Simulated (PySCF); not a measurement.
## Static response to an electric field

C3H8N2Si.
Structure used (GFN2-xTB), in Å, numbered top down from 1:
```
atom  x, y, z in Å
N1    -3.8318    1.0051    0.3634
C2    -2.7731    0.5848    0.4917
Si3   -1.0451   -0.1119    0.7230
C4    -0.0361    0.6090   -0.7249
C5     1.1980   -0.2744   -0.8182
N6     1.5347   -0.6482    0.5500
H7    -1.2039   -1.5611    0.6285
H8    -0.6314    0.3776    2.0373
H9    -0.5830    0.6199   -1.6660
H10    0.2527    1.6395   -0.5141
H11    2.0241    0.2178   -1.3542
H12    0.9482   -1.1918   -1.3562
H13    1.9421    0.1429    1.0368
H14    2.2040   -1.4098    0.5808
```

Level: wB97X-D/def2-SVPD (PySCF), static field, nuclei fixed, core orbitals frozen in the response. The polarisability tensor in these axes (au):

```
x   90.87 -8.26 -2.95
y   -8.26 64.59 -1.94
z   -2.95 -1.94 66.52
```

What are the eigenvalues, a third of the trace, and Δα (Δα² = ½Σ(αi − αj)² over the three pairs)?

Principal values 60.89, 67.64 and 93.45 au; mean 73.99 au = 10.96 Å³ = 12.20 × 10⁻⁴⁰ C²·m²/J; Δα = 29.77 au (40 % of the mean).

What is the dipole moment, and where does it point?

(6.29, -1.32, -0.54) D, 6.45 D in size, pointing from the negative to the positive side. Measured along this direction, the outermost atoms are N1 at the negative end and H14 at the positive end.

What are the principal values of the traceless quadrupole moment, Θ = ½Σq(3rr − r²1), about the centre of nuclear charge?

-11.56, 4.50, 7.05 D·Å. The values depend on the origin, since the dipole doesn't vanish. The electronic extent ⟨r²⟩ about the same centre is 947 bohr², a root-mean-square distance of 2.22 Å for the 54 electrons.

Form Σ f/ω² (atomic units) for the 8 lowest TDDFT singlets, given as eV and f, and set it beside the mean polarisability, which is this sum over all singlets: 7.01, 0.0265; 7.27, 0.0008; 7.54, 0.0147; 7.60, 0.0029; 7.87, 0.0009; 8.14, 0.0065; 8.16, 0.0051; 8.29, 0.0010.

They add up to 0.79 au, 1.1 % of the 73.99 au; the largest single term is 0.40 au, from the state at 7.01 eV. Terms in order: 0.40, 0.01, 0.19, 0.04, 0.01, 0.07, 0.06, 0.01 au. Higher excitations give the rest. The strengths listed sum to 0.058.

What would n − 1 = 2πNα be for an ideal gas of these molecules at 298.15 K and 1 atm, electronic part alone?

N = p/kT = 2.4615 × 10¹⁹ cm⁻³, so n − 1 = 2π × N × 10.96 × 10⁻²⁴ cm³ = 1696 × 10⁻⁶ at long wavelengths.

Isolated species at its GFN2-xTB geometry (one conformer only).

These values come from a run that also computed excited states. Hardware: an Arm Neoverse N1 with one thread, on a shared host. Cost: 60 s of wall time, 0.78 GiB resident at most.
